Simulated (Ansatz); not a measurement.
Born–Oppenheimer molecular dynamics of CH4OSi2 (8 atoms, charge 0, multiplicity 1). It goes on from the last frame of an earlier run, with new velocities.

Theory: Ansatz 0.2.0, RKS PBE0-D4/def2-SVP.

```yaml
ensemble: NVT, Langevin thermostat
time_step: 0.5 fs
steps_asked: 100
set_temperature: 500 K
friction: 0.02 /fs
seed: 666470
```

First frame:

```xyz
8
Properties=species:S:1:pos:R:3
O -0.724 1.135 -1.349
C -0.286 0.463 -0.266
Si 0.563 0.409 1.246
Si -0.072 -1.334 -0.023
H -0.324 2.025 -1.365
H 1.897 1.023 1.623
H 0.510 -1.911 -1.367
H -1.217 -2.168 0.610
```

**Question.** What does the run give?

**Answer.** The run went to its last step.

```json
{"steps done": "100", "time covered": "50 fs", "mean temperature over the second half": "349 K", "spread of the potential energy over the second half": "9.6 meV per atom", "mean potential energy of the second half above the start": "5.6 meV per atom"}
```

The mean temperature of the second half is 30 % below the set value. A run of 0.05 ps of so small a system gives no equilibrium averages.

**Question.** What happens to the structure?

**Answer.** The same pairs are bonded in the first frame and the last. Pairs count as bonded within 1.25 times the sum of covalent radii (0.12 Å more for H–H). Another seed would give other details.

**Question.** How do temperature and energy run in time?

**Answer.** 
| time (fs) | T (K) | potential energy less start (eV) |
| --- | --- | --- |
| 0.0 | 438 | 0.000 |
| 4.0 | 352 | 0.076 |
| 8.0 | 573 | 0.014 |
| 12.0 | 338 | 0.175 |
| 16.0 | 417 | 0.189 |
| 20.0 | 344 | 0.225 |
| 24.0 | 394 | 0.057 |
| 28.0 | 319 | 0.079 |
| 32.0 | 307 | 0.088 |
| 36.0 | 315 | 0.098 |
| 40.0 | 503 | -0.090 |
| 44.0 | 418 | -0.031 |
| 48.0 | 257 | 0.064 |

The run took 5 min on 1 thread of Arm Neoverse V1, with other jobs on the host, peak memory 0.15 GiB.
